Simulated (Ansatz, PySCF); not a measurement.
System: CH2I (charge 0, doublet). SMILES: [CH2]I
Coordinates optimised at B3LYP-D3(BJ)/def2-TZVP (Ansatz, an electronic-structure program):
```xyz
4

C     -1.3014    -1.1848     0.0432
I      0.2107     0.1918    -0.0070
H     -1.6801    -1.4924     1.0033
H     -1.6775    -1.5644    -0.8918
```
Charge 0, spin multiplicity 2.

Wanted: atomisation energy, in kcal/mol. Conventions: no dispersion term unless named; spin-orbit terms left out; UHF or UKS for open shells; def2 sets with scalar-relativistic core potentials past Kr; valence correlation only (noble-gas shells and the d and f shells of earlier blocks); STO-3G and 3-21G all-electron and non-relativistic; LANL2DZ with its own core potentials from Na on; atomisation electronic, to ground-state atoms; 6-31G* and kin with 6d, 5d where marked. Ab initio and DFT rows: single points at B3LYP-D3(BJ) geometries (Ansatz).

| level | program | atomisation energy (kcal/mol) |
|---|---|---|
| PBE/STO-3G | Ansatz | 329.7 |
| PBE/LANL2DZ | Ansatz | 264.6 |
| BP86/def2-SVP | PySCF | 274.3 |
| B3LYP/3-21G | Ansatz | 256.9 |
| B3LYP/LANL2DZ | Ansatz | 253.7 |
| M06-2X/6-31G* with LANL2DZ past Ar (5d) | PySCF | 259.9 |
| MP2/3-21G | Ansatz | 219.5 |
| MP2/LANL2DZ | Ansatz | 216.2 |
| MP2/6-31G* with LANL2DZ past Ar | Ansatz | 229.6 |
| wB97M-V/def2-TZVPD | Ansatz | 262.7 |

No value to compare with is used here. The 9 habitual levels span 216.2 (MP2/LANL2DZ) to 329.7 kcal/mol (PBE/STO-3G); wB97M-V/def2-TZVPD gives 262.7.

The levels are drawn from those run, B3LYP/6-31G* more often than the rest, none by its result; runs whose electronic state is in doubt are left out.
